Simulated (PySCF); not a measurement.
Predicted microwave data (PBE0/pcSseg-1 in PySCF (dipole) on a GFN2-xTB geometry, gas phase) for one isomer of C5H12N2Si2:

* Rotational constants: A = 2025, B = 630.3, C = 583.4 MHz
* Dipole components: |μa| = 0.75 D, |μb| = 0.03 D, |μc| = 1.18 D
* Inertial defect: -185.16 u·Å²
* κ: -0.93

Problem. Which structure is it? (One computed conformer of each.)
A. `[CH:1]#[C:2][SiH2:3][N:4]([CH2:5][CH3:6])[SiH2:7][N:8]=[CH2:9]` with C2–Si3–N4–C5 38°, Si3–N4–C5–C6 78°, Si3–N4–Si7–N8 168°, N4–Si7–N8–C9 -124°
B. `[CH3:1][NH:2][Si@H:3]1[CH:4]=[CH:5][Si@H:6]([NH2:7])[CH:8]=[CH:9]1` with C1–N2–Si3–C4 55°, C5–Si6–N7–H 51° and -172°
C. `[CH:1]#[C:2][CH2:3][C@@H:4]1[CH2:5][SiH2:6][Si@@H:7]([NH2:8])[NH:9]1` with C2–C3–C4–C5 178°, Si6–Si7–N8–H 53° and -84°, C3–C4–C5–Si6 -81°, C4–C5–Si6–Si7 -22°, C5–Si6–Si7–N8 -109°, Si6–Si7–N9–C4 27°
D. `[CH2:1]=[CH:2][CH2:3][Si@@H:4]([CH2:5][C:6]#[N:7])[SiH2:8][NH2:9]` with C1–C2–C3–Si4 -102°, C2–C3–Si4–C5 59°, C3–Si4–C5–C6 70°, C3–Si4–Si8–N9 -121°, Si4–Si8–N9–H 51° and -171°

Solution. A. It is C#C[SiH2]N(CC)[SiH2]N=C, a near-prolate asymmetric top, point group C1. The candidates at the same level (rigid rotor, commonest isotopes):

| SMILES | A (MHz) | B (MHz) | C (MHz) | μa (D) | μb (D) | μc (D) | Δ (u·Å²) | point group | rotor |
| --- | --- | --- | --- | --- | --- | --- | --- | --- | --- |
| C=CC[Si@@H](CC#N)[SiH2]N | 1594 | 778.6 | 598.8 | 0.13 | 2.21 | 1.63 | -122.10 | C1 | asymmetric top |
| C#CC[C@@H]1C[SiH2][Si@@H](N)N1 | 1627 | 893.7 | 665.5 | 0.79 | 0.02 | 0.77 | -116.63 | C1 | asymmetric top |
| C#C[SiH2]N(CC)[SiH2]N=C | 2025 | 630.3 | 583.4 | 0.75 | 0.03 | 1.18 | -185.16 | C1 | near-prolate asymmetric top |
| CN[Si@H]1C=C[Si@H](N)C=C1 | 2598 | 673.0 | 586.5 | 0.88 | 0.44 | 1.09 | -83.69 | C1 | near-prolate asymmetric top |

`C=CC[Si@@H](CC#N)[SiH2]N` has B 24 % too high; `C#CC[C@@H]1C[SiH2][Si@@H](N)N1` has B 42 % too high; `CN[Si@H]1C=C[Si@H](N)C=C1` has A 28 % too high. No structure here is proved a minimum.
